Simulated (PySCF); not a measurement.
Dipole response of Sb⁻ (antimony, charge -1)

[Kr] 4d10 5s2 5p4, high-spin 3P determinant. Computed with PySCF 2.14 in aug-cc-pVQZ-PP with ECP28MDF, with a scalar-relativistic core potential. Coupled (time-dependent) response in atomic units; α is the mean over directions.

| method | mean α (bohr³) | α xx, yy, zz | C₆ (like pair) | S(−4) |
| --- | --- | --- | --- | --- |
| UHF | 125.7 | 100.4, 176.4, 100.4 | 2012 | 7631 |

S(−4) is the Cauchy moment in α(ω) = α(0) + S(−4) ω² + …

Spin-orbit coupling is absent.

α(iu) at UHF:

| u (hartree) | α(iu) (bohr³) |
| --- | --- |
| 0 | 125.7 |
| 0.0500 | 111.0 |
| 0.100 | 87.45 |
| 0.200 | 53.41 |
| 0.300 | 34.96 |
| 0.500 | 18.16 |
| 0.750 | 10.10 |
| 1.00 | 6.549 |
| 1.50 | 3.552 |
| 2.00 | 2.307 |
| 3.00 | 1.242 |
| 5.00 | 0.5377 |

A single London oscillator, α(iu) = α/(1 + u²/ω²), gives C₆ = (3/4) ω α². Matching the computed C₆ needs ω = 4 × 2012 / (3 × 125.7²) = 0.170 hartree.

For an ion, C₆ is the dispersion term alone; charge-induced terms of lower order in 1/R come first.

The components differ because the open shell of this determinant is not spherical; for a pure term their mean is the scalar polarisability.

Energies and moments cover only the electrons outside the core potential.
